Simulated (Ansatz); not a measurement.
VP₂H₆Br₂⁻, that is VBr2(PH3)2 with one electron more. The state is a triplet with charge -1. Geometry r2SCAN-D4/def2-SVP, that of the neutral quartet; atoms count from 1.

```tsv
atom	x (Å)	y (Å)	z (Å)
V1	-0.062	0.902	-0.973
Br2	-2.243	-0.154	-1.414
Br3	1.345	2.721	-1.652
P4	0.884	-1.363	-0.886
H5	2.231	-1.672	-0.537
H6	0.830	-2.101	-2.099
H7	0.243	-2.322	-0.054
P8	-0.637	0.977	1.407
H9	-1.125	-0.206	2.026
H10	-1.722	1.829	1.742
H11	0.254	1.388	2.439
```

The charge -1 triplet is spin-contaminated (final ⟨S²⟩ up to 2.29, 2.00 for a pure state). The highest occupied level of the charge -1 triplet lies above zero (up to 0.67 eV). By energy differences its removal costs 0.69 eV (vertical, to the charge 0 quartet, at PBE0-D4/def2-TZVPD); a positive level beside a positive removal energy at the same level points to self-interaction error. At PBE0-D4/def2-TZVPD a quintet of charge -1 lies 0.17 eV below the triplet at the same geometry.

Estimate the Mulliken populations from the PBE0/def2-TZVPD orbitals of Ansatz.


| atom | charge (e) | spin (α − β) | d electrons |
| --- | --- | --- | --- |
| V1 | 0.39 | 2.35 | 3.72 |
| Br2 | -0.64 | 0.03 | – |
| Br3 | -0.70 | 0.00 | – |
| P4 | -0.28 | -0.15 | – |
| H5 | 0.08 | 0.00 | – |
| H6 | 0.07 | -0.03 | – |
| H7 | 0.09 | -0.02 | – |
| P8 | -0.27 | -0.14 | – |
| H9 | 0.09 | -0.02 | – |
| H10 | 0.07 | -0.03 | – |
| H11 | 0.09 | 0.00 | – |
Mulliken values and Mayer orders depend strongly on the basis. With diffuse functions, as here, like atoms can get unlike values, and bond orders can come out too low or too high.

Where does the spin sit?

Summed by element: V 2.35, Br 0.03, P -0.29, H -0.09, of 2 unpaired in all. Largest on single atoms: V1 2.35, P4 -0.15, P8 -0.14.

And the Mayer bond orders between bonded heavy atoms (over 0.3)?

V1–Br2 0.58 (2.46 Å); V1–Br3 0.58 (2.40 Å); V1–P4 0.83 (2.46 Å); V1–P8 0.82 (2.45 Å).
